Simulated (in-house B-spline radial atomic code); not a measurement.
A calculation on Co2+ (an excited or competing configuration): its settings, and results tabulated from the run. Level of theory: Dirac-Hartree-Fock, average of the jj configuration, Fermi nucleus of rms radius 3.7875 fm; calculated with a radial B-spline atomic code at the basis-set limit.

In the input, a minus or plus after the letter marks the j = l - 1/2 or j = l + 1/2 subshell.

Command:
```bash
python run_scf.py task.json out
```
Settings (nuclear radius in fm, mass in u):
```
Z                27
configuration    1s2 2s2 2p6 3s2 3p6 3d-2 3d+4 4p-1
hamiltonian      dirac
method           hf
spin_polarised   False
nucleus          fermi
rms_radius       3.7875
atomic_mass      58.93319
speed_of_light   137.035999084
```

Output (hartree, bohr):
```
 radial grid: 74 intervals, B-splines of order 8, outer radius 38.5185 bohr

 iter        energy (Eh)    residual
    1      -1378.0895961    4.80e-01
    2      -1385.4597308    5.24e-01
    3      -1390.2963317    1.17e-01
    4      -1390.6647532    2.30e-02
    5      -1390.6797526    1.51e-02
    6      -1390.6854400    1.04e-03
    7      -1390.6854644    2.07e-04
    8      -1390.6854651    5.31e-05
    9      -1390.6854652    9.75e-07
   10      -1390.6854652    4.99e-07
   11      -1390.6854652    2.08e-08

 total energy                    -1390.685465
 kinetic                           1412.48264
 electron-nucleus                 -3312.35964
 electron-electron                  509.19153

 first-order corrections (not in the total)
   Gaunt                            0.58391
   retardation                     -0.05205
   frequency dependence            -0.00152
   self-energy                      0.38842
   Uehling                         -0.03356
   Wichmann-Kroll                   0.00022
   recoil                           0.00992

 orbital      occ     eigenvalue          <r>       <r^2>       <1/r>     <1/r^2>       r_max    small
 1s1/2      2.000     -286.98580    0.0561578   0.0042421     27.0378     1500.07     0.03679  9.45e-03
 2s1/2      2.000      -36.56672     0.253897   0.0761311     5.87087      146.11      0.2125  1.77e-03
 2p1/2      2.000      -31.69252     0.222296   0.0607168     5.79125     47.0467      0.1704  1.74e-03
 2p3/2      4.000      -31.15094     0.225478    0.062351     5.67976     44.2256      0.1729  1.71e-03
 3s1/2      2.000       -5.66086     0.767977    0.678837      1.8369     21.4501       0.667  3.81e-04
 3p1/2      2.000       -4.07812     0.800844    0.752232     1.70987     6.58628      0.6733  3.40e-04
 3p3/2      4.000       -4.04379     0.809807    0.769076     1.68627     6.22158      0.6807  3.35e-04
 3d3/2      2.000       -1.66949     0.937947     1.10742     1.38106     2.55407      0.6618  2.38e-04
 3d5/2      4.000       -1.66774     0.936513     1.10055     1.37965     2.54268      0.6638  2.38e-04
 4p1/2      1.000       -0.73703      2.84887     9.17832    0.441991    0.535639       2.467  3.33e-05
```

Time taken, with all properties: 1.6 s on 1 thread of Intel(R) Xeon(R) 6975P-C (shared host).

For the Dirac Hamiltonian the kinetic term is c α·p + (β - 1)c².
